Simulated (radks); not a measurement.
All-electron atom: the ruthenium ion Ru3+ in [Kr] 4d4.5 5p0.5 (fractional occupations, a model configuration).

Calculated with a radial shooting solver on a logarithmic mesh with Libxc functionals: scalar-relativistic Kohn-Sham, PBE, spin-polarised, spherical densities, finite nucleus; open shells are filled with parallel spins first (spin-orbit coupling, left out, can overturn this in heavy ions); Fermi nuclear charge, rms radius 4.4809 fm.

Energy parts (eV):
part                       energy
total                 -123226.625
kinetic                127428.942
electron-nucleus      -295714.412
Hartree                 48659.712
exchange-correlation    -3600.867

Orbitals (lengths in bohr, moments of r in powers of bohr; <r^-3> diverges for s and p1/2; r(max) is where P^2 peaks):
orbital  occ.  eigenvalue (eV)   r(max)  <r^-3>   <1/r>
1s up       1        -21975.17  0.02172       -   45.87
1s down     1        -21975.17  0.02172       -   45.87
2s up       1        -3193.249   0.1229       -   10.37
2s down     1        -3192.490   0.1229       -   10.37
2p up       3        -2863.921  0.09825    2999   10.05
2p down     3        -2863.345  0.09824    3000   10.06
3s up       1        -594.1651   0.3615       -   3.596
3s down     1        -593.7729   0.3616       -   3.595
3p up       3        -485.9886   0.3548   515.1   3.423
3p down     3        -485.5396   0.3549   514.8   3.423
3d up       5        -312.0516   0.3009   69.42   3.195
3d down     5        -311.3504   0.3012   69.39   3.195
4s up       1        -115.4191   0.9132       -   1.355
4s down     1        -111.7631   0.9087       -   1.365
4p up       3         -85.0320   0.9784   81.28   1.218
4p down     3         -81.1420   0.9727   82.92   1.227
4d up     4.5         -41.2684    1.161   7.040  0.9348
4d down     0         -37.2490    1.153   7.062  0.9324
5p up     0.5         -23.7668    2.595   12.43  0.4526

The highest occupied level is 5p up at -23.767 eV. The configuration is held as typed, so some empty levels lie below it. The density falls to 0.001 e/bohr^3 at r = 3.62 bohr. The electron density at the nucleus is 1.125e+05 e/bohr^3 (large components only). Summed over all electrons, <r^2> = 29.09 bohr^2, which gives a Langevin (diamagnetic) susceptibility term of -23 x 10^-6 cm^3/mol.
